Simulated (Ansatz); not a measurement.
System: C3H8O, net charge 0, singlet state. 
Structure (B3LYP-D3(BJ)/def2-TZVP (Ansatz, a program for electronic structure) minimum search):
```
C
H 1 1.0931
H 1 1.0931 2 106.71
C 1 1.5158 2 108.50 3 116.72
H 4 1.0982 1 109.76 2 -178.75
H 4 1.0982 5 107.60 1 119.40
O 4 1.4257 5 110.66 6 121.00
H 7 0.9622 4 108.88 5 -59.59
C 1 1.5259 2 110.31 3 -119.84
H 9 1.0907 1 111.06 2 58.82
H 9 1.0927 10 107.62 1 -122.12
H 9 1.0927 10 107.62 11 -115.77
```
Charge 0, spin multiplicity 1.

CCSD(T) with Ansatz in growing basis sets, 26 correlated electrons. Correlated levels leave the core frozen unless marked. UHF or UKS for open shells. Spin-orbit coupling is left out. No relativistic terms. Costs are ratios of core time to the smallest set, on shared machines of one kind, and rough; they hold the program's checks for lower states.

| basis | functions | cost over smallest | E(corr) (Eh) | electronic atomisation energy (kcal/mol) |
|---|---|---|---|---|
| cc-pVDZ | 96 | 1× | -0.6915 | 1026.4 |
| cc-pVTZ | 232 | 10× | -0.8446 | 1079.3 |

Formally CCSD grows as o²v⁴ and (T) as o³v⁴; with o = 13 and v going from 79 to 215 both grow 55-fold in the last step, while integrals and the mean field grow more slowly. That step adds 153.1 mEh of correlation energy and 52.9 kcal/mol to the atomisation energy.
